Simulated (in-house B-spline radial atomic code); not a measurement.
Configurations of Cl6+, with energies counted from [Ne] 3s1. All numbers are computed (non-relativistic HSE06, spin-polarised, spherical fractional occupations; point nucleus) with an all-electron radial atomic-structure program (B-spline basis), not measured. Caution: exact exchange at fractional occupations of open shells leaves self-interaction of up to several eV. Shells without spins written out take the highest spin.

Occupations are held fixed; configurations that lie above the ionisation limit could autoionise.

```
                                              configuration  E - E(ref) (eV)  highest orbital  its <r> (bohr)
                                                   [Ne] 3p1            16.03            3p up           1.335
                                                   [Ne] 4p1            62.79            4p up           2.658
                                                   [Ne] 4f1           73.013            4f up           2.573
                                           [He] 2s2 2p5 3s2           208.32          3s down            1.23
                                       [He] 2s2 2p5 3s1 4f1           285.42            4f up           2.474
[He] 2s(0 up, 1 down) 2p6 3s(1 up, 0 down) 3d(1 up, 0 down)           299.96            3d up            1.29
[He] 2s(1 up, 0 down) 2p6 3s(1 up, 0 down) 4d(0 up, 1 down)           337.33          4d down           2.719
```

Order these further configurations by energy, lowest first.
A. [Ne] 4s1
B. [He] 2s1 2p6 3s1 4d1
C. [He] 2s2 2p5 3s1 3p1
D. [He] 2s1 2p6 3s1 4f1
E. [He] 2s2 2p(2 up, 3 down) 3s(0 up, 1 down) 4s(1 up, 0 down)

A (56.864 eV), C (220.98 eV), E (268.8 eV), B (336.91 eV), D (340.45 eV).

How far above the reference does [He] 2s1 2p6 3s1 3p1 lie?

276.37 eV; its least bound orbital is 3p up with <r> = 1.266 bohr.

How far above the reference does [He] 2s2 2p(3 up, 2 down) 3s(0 up, 1 down) 4p(1 up, 0 down) lie?

275.17 eV; its least bound orbital is 4p up with <r> = 2.573 bohr.
